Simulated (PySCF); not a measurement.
**Stationary points of SnH₂⁺**

These are results of PBE0 in PySCF with Sn def2-TZVP with ECP28, H def2-TZVP; scalar-relativistic core potentials, no spin–orbit coupling; density-fitted integrals, not measurements.

Relaxations began from a few typed shapes; open shells are unrestricted. The search is not exhaustive: other isomers or separated fragments can lie lower, and high-lying points may rest on an excited occupation.

(1) Order these stationary points by electronic energy, lowest first, in kJ/mol from the lowest minimum.
A. doublet D∞h: Sn–H 1.655 Å (×2); H–Sn–H 180.0°
B. doublet C2v: Sn–H 1.725 Å (×2); H–Sn–H 120.1°

(2) Which of them are minima?

Answers

(1) B (0.0), A (89.8).

(2) By energy in kJ/mol, 0.0: minimum; 89.8: saddle point, 2 imaginary modes.

For the lowest minimum: with an element this heavy the missing spin–orbit coupling can shift these numbers.

The electron or spin density has lower symmetry than the nuclear frame for the doublet D∞h at 89.8 kJ/mol.
